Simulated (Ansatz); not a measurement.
Molecule: trichloro(hydroxy)silane, sum formula HSiOCl$_{3}$, charge 0, multiplicity 1. 
Coordinates optimised at B3LYP-D3(BJ)/def2-TZVP (Ansatz, a quantum-chemistry and plane-wave program):
```xyz
6

Si     0.2280    -0.0390     0.1385
Cl     0.3609     1.6070    -1.0631
Cl    -0.2065    -1.6452    -1.0459
Cl    -1.2385     0.2241     1.5130
O      1.6023    -0.2744     0.9646
H      2.4188    -0.4195     0.4774
```
Charge 0, spin multiplicity 1.

Basis-set convergence of Hartree-Fock and MP2 correlation energies (hartree) with Ansatz. Correlated levels leave the core frozen unless marked. Spin-orbit coupling is left out. Non-relativistic.

| basis | functions | E(HF) | E(corr, MP2) |
|---|---|---|---|
| cc-pV(D+d)Z | 111 | -1743.11389 | -0.68618 |
| cc-pV(T+d)Z | 200 | -1743.21261 | -0.91563 |
| cc-pV(Q+d)Z | 341 | -1743.23359 | -1.00426 |

Extrapolating the two largest sets (X = 3 and 4) as X^-3: E(corr) = (64·(-1.00426) - 27·(-0.91563))/37 = -1.0689 Eh, an estimate of the basis-set limit. The largest set recovers 93.9 % of it, the smallest 64.2 %.
